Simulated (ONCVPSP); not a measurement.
Which change was made? (Ti, ONCV)

Ti (Z = 22), optimised norm-conserving Vanderbilt (ONCV), made with ONCVPSP 4.0.1 (PBE, scalar-relativistic). Core [Ne], reference 3s2 3p6 3d2 4s2. Waves: 3s+4s: rc 1.80 bohr, ncon 4, nbas 9, qcut 5.2 1/bohr, 2 projectors; 3p: rc 1.55 bohr, ncon 3, nbas 6, qcut 9.4 1/bohr, 3 projectors, debl 0.6 Ha; 3d: rc 1.55 bohr, ncon 5, nbas 10, qcut 10.5 1/bohr, 2 projectors, debl 1.7 Ha. Local part: polynomial inside 1.15 bohr (lpopt 5, dvloc0 1 Ha). Core correction: Teter function, fcfact 4, rcfact 1.2.

In the p channel the program set the typed energies aside and used -1.428, 0.250, 0.850 Ha.

Cutoffs, loose and tight: the cutoffs (Ha) at which the residual kinetic energy of the hardest occupied pseudo-wave falls to 1 and 0.1 mHa per electron. They do not see the model core or the augmentation charge, which bear on the density cutoff. Test errors are all-electron minus pseudo excitation energies from the reference, over the configurations 3s2 3p6 3d2 4s1; 3s2 3p6 3d2 4s0; 3s2 3p6 3d1 4s0; 3s2 3p6 3d1 4s2; variants that change the core or the reference have their own tests.

The base gives: outcome: generated, projector energies reset by the program; cutoff, loose: 41 Ha; cutoff, tight: 47 Ha; bound ghosts: none; GHOST(+) flags above zero: none; largest test error (meV): +23.

After one change the result is: outcome: generated, projector energies reset by the program; cutoff, loose: 50 Ha; cutoff, tight: 60 Ha; bound ghosts: none; GHOST(+) flags above zero: none; largest test error (meV): +19. Which change was it?
A. d: qcut 14.2
B. d: qcut 8.2
C. d: qcut 6.2

A. The others give: d: qcut 8.2 → outcome: generated, projector energies reset by the program; cutoff, loose: 32 Ha; cutoff, tight: 105 Ha; bound ghosts: none; GHOST(+) flags above zero: none; largest test error (meV): +32 | d: qcut 6.2 → outcome: generated, projector energies reset by the program; cutoff, loose: 144 Ha; cutoff, tight: 162 Ha; bound ghosts: none; GHOST(+) flags above zero: none; largest test error (meV): +48.
